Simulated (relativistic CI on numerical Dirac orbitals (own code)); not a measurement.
Radial Dirac CI calculation of Fe I.

Command:

```sh
python run_levels.py task.json out
```

Input:

```
atom Fe  Z=26  charge=0  electrons=26
nucleus A=56  rms_radius_fm=3.7377
hamiltonian dirac-coulomb  breit=off  qed=on  c_scale=1
orbitals kli  potential=per-configuration
slater_scale 1
correlation none
mixing on
grid step=0.006 r_max=223.5
scf mixing=0.4 start=green max_iterations=150 tolerance=2e-08 node_fill=0.05
configurations
  [Ar] 3d6 4s2
end
```

Output:

```
SCF 1: [Ar] 3d6 4s2
 iter      energy (Ha)   residual   last orbital (Ha)
    1     -1270.706452   5.31e-01     -0.34462
    2     -1271.287399   1.94e-01     -0.27912
    3     -1271.354073   1.04e-01     -0.27408
    4     -1271.374144   7.10e-03     -0.26289
    5     -1271.374743   2.93e-03     -0.26241
    6     -1271.374458   1.51e-03     -0.26205
    7     -1271.374571   2.71e-04     -0.26240
    8     -1271.374560   6.42e-05     -0.26236
    9     -1271.374559   3.64e-07     -0.26234
   10     -1271.374559   2.59e-07     -0.26234
   11     -1271.374559   2.54e-09     -0.26234
orbital energies (Ha): 2p1/2 -26.0645  2p3/2 -25.6063  3s -3.5657  3p1/2 -2.3516  3p3/2 -2.2960  4s -0.2623  3d3/2 -0.3758  3d5/2 -0.3702
configuration averages (Ha): Dirac-Coulomb, Breit, QED
  3d6                          -1271.374559    0.000000    0.312970
levels: no., configuration, term, J, E (cm-1), weight
   1 3d6                    5D   4                0.0  1.00
   2 3d6                    5D   3              419.5  1.00
   3 3d6                    5D   2              716.1  1.00
   4 3d6                    5D   1              907.2  1.00
   5 3d6                    5D   0             1001.0  1.00
   6 3d6                    3H   6            21036.5  1.00
   7 3d6                    3H   5            21242.9  0.99
   8 3d6                    3H   4            21394.3  0.99
   9 3d6                    3P   2            22973.2  1.00
  10 3d6                    3F   4            24094.2  0.95
  11 3d6                    3P   1            24282.1  1.00
  12 3d6                    3F   3            24330.0  0.97
  13 3d6                    3F   2            24505.8  1.00
  14 3d6                    3P   0            24837.4  0.99
lowest total energy -1271.209856 Ha
end: converged
```

Against the reference input this run has: grid step 0.006, Breit term off, end of the grid at 223.5 bohr. The reference run ends at -1270.742198 Ha with Breit and QED terms.

With so few configurations and no correlation, terms lie too far apart (by 10 to 50 % or more near neutrality), their order can be wrong, and levels of other configurations are missing. Terms and fine structure of an open d or f shell near neutrality can be off by tens of per cent either way.
